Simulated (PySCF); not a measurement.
## NMR data sheet: C$_{7}$H$_{8}$N$_{2}$O

- Formula: C7H8N2O
- SMILES: CC(=O)c1ccnnc1C
- Point group of the computed structure: C1
- Degrees of unsaturation: 5
- Carbon signals: 7
- Proton signals: 4

Atom-mapped SMILES (the numbers label the heavy atoms): `[CH3:1][C:2](=[O:3])[c:4]1[cH:5][cH:6][n:7][n:8][c:9]1[CH3:10]`; H(Xn) means a hydrogen on atom n.

- σ from GIAO-PBE0/pcSseg-1
- coordinates at the GFN2-xTB level
- program: PySCF 2.14.0 with density-fitted response routines
- a single conformation, relativity neglected, no solvent, equivalent nuclei averaged

δ = σ(ref) − σ, references computed at the same level: TMS for 1H (31.72 ppm) and 13C (186.93 ppm); 15N (267.73 ppm) against NH3; 17O (336.08 ppm) vs H2O.

| carbon | δC, type | δH (multiplicity) | HMBC from (2–3 bonds) | span of the C tensor (ppm) |
| --- | --- | --- | --- | --- |
| C1 | 32.3, CH3 | 2.67 (s) | – | 53 |
| C2 | 208.6, C | – | H(C5), H(C1) | 203 |
| C4 | 133.4, C | – | H(C6), H(C5), H(C10), H(C1) | 212 |
| C5 | 126.4, CH | 7.30 (d) | H(C6) | 232 |
| C6 | 155.5, CH | 9.77 (d) | H(C5) | 252 |
| C9 | 159.9, C | – | H(C5), H(C10) | 227 |
| C10 | 26.1, CH3 | 3.20 (s) | – | 33 |

Other nuclei:
```
atoms  nucleus                  environment  δ (ppm)  σ (ppm)
   N7      15N  pyridine-type ring nitrogen    492.3   -224.5
   N8      15N  pyridine-type ring nitrogen    470.3   -202.6
   O3      17O                ketone oxygen    712.0   -375.9
```

- Carbon types of the structure: 3 × C, 2 × CH, 2 × CH3, which accounts for all hydrogens.
- δC 208.6: ketone carbonyl carbon; the double bond to the heteroatom, with no lone-pair donor beside it, deshields it most.
- δC 155.5: aromatic CH next to a ring nitrogen; the adjacent pyridine-type nitrogen withdraws density from it.
- δC 133.4: substituted aromatic carbon.
- δC 126.4: aromatic CH; the aromatic region.
- δH 9.77: hydrogen on an aromatic CH next to a ring nitrogen; ring current plus the neighbouring ring nitrogen.

Shifts are as computed. Against solution values, carbons near 30 ppm lie about +3 ppm off and those near 130 ppm about +5 ppm. Of 1211 compounds with measured shifts, 218 miss one by over three times the rms of a fit or turn the order of signals round; such compounds aren't used in these exercises. Unscaled 17O shifts of doubly bonded oxygen tend to come out too high, by tens of ppm or more. Experimental scales use liquid or dissolved standards, which lie at an offset from isolated NH3 (liquid NH3: subtract about 20 ppm) and H2O (liquid H2O: subtract about 36 ppm). Unscaled 15N shifts of sp2 nitrogen come out 20 to 40 ppm too high even then. No couplings were computed; multiplicities are counted from neighbouring protons, with m where these are inequivalent, close in shift, in a saturated or five-membered ring or joined by F or P, and br s for small geminal =CH2 splittings.
